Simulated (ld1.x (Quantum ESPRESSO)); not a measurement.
**arsenic (As), PAW: configuration errors across variants**

ld1.x (Quantum ESPRESSO) 7.5 input, shortened:

```
&input
   title='As', zed=33., rel=2, dft='PZ', iswitch=3,
   config='[Ar] 3d10 4s2 4p1', rel_dist='average'
 /
 &inputp
   pseudotype=3, lpaw=.true., tm=.true., lloc=-1, rcloc=1.45,
   nlcc=.true., new_core_ps=.true.,
   which_augfun='PSQ', rmatch_augfun_nc=.true.
 /
6
4S  1  0   2.00   0.00  1.35  1.65  0.0
4S  1  0   0.00  -2.10  1.35  1.65  0.0
4P  2  1   1.00   0.00  1.35  1.85  0.0
4P  2  1   0.00   1.25  1.35  1.85  0.0
3D  3  2  10.00   0.00  0.70  0.90  0.0
3D  3  2   0.00  -2.80  0.70  0.90  0.0
 &test
   configts(1)='3d10 4s2 4p1'
 /
```

Open shells are filled in proportion to 2j + 1 (rel_dist='average').

All-electron excitation energies from the reference (eV): (1) 3d10 4s2 4p3 -27.495; (2) 3d10 4s2 4p2 -18.166; (3) 3d10 4s2 4p0 28.045; (4) 3d9 4s2 4p4 12.702; (5) 3d10 4s2 4p3.3 -28.774; (6) 3d9 4s2 4p3 23.591; (7) 3d10 4s1 4p0 79.158.

The default core radius of the base comes out at 0.28 bohr.

4 further variants failed, have other tests or another functional or relativity, and are left out.

Errors AE − PS in meV (a dash: test not solved or not reliable):

```tsv
change	(1)	(2)	(3)	(4)	(5)	(6)	(7)	bound ghosts
base	-0.1	-0.2	-1.2	-242	-0.1	-254	-11	not determined
wave 4p channel at 1.25 Ry: rcut 1.35, rcutus 1.85 bohr becomes 4p channel at -1.11 Ry: rcut 1.35, rcutus 1.85 bohr	-0.5	-0.3	-1.2	-243	-0.5	-256	-11	not determined
core correction Bessel-smoothed model core inside 0.78 bohr	-0.1	-0.2	-1.2	-242	-0.1	-254	-11	not determined
local potential all-electron potential smoothed inside 0.90 bohr (lloc = -1)	0.0	-0.1	-1.2	-231	+0.1	-250	-11	not determined
local potential all-electron potential smoothed inside 1.35 bohr (lloc = -1)	-0.1	-0.2	-1.2	-226	0.0	-237	-11	not determined
```

(1) Give the same row for: type ultrasoft; local potential all-electron potential smoothed inside 1.30 bohr (lloc = -1); augmentation built from norm-conserving waves at rcut, not smoothed further.

## Answers

(1) +0.7, 0.0, -0.9, -635, +1.0, -604, -14; bound ghosts: none.
